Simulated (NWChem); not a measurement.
# CH5GaS; SMILES [S]([GaH2])C

Results from NWChem. All runs use the structure optimised with PBE0/def2-SVP. Gas phase, vertical. One conformer.

B3LYP/def2-SVPD, TDA puts singlet state 1 at 4.87 eV with oscillator strength 0.093.

Problem. Give the wavelength, the transition dipole and the radiative lifetime of that state in vacuum.

Solution. 
1. λ = 1239.84/4.87 = 255 nm, or 39280 cm⁻¹.
2. f = (2/3) ΔE μ² in atomic units, so μ = √(1.5 f/ΔE) = 0.88 a.u. = 2.24 D.
3. τ = 1.499 s cm⁻² / (f ν²) = 10 ns, for a non-degenerate state that emits at the vertical energy.
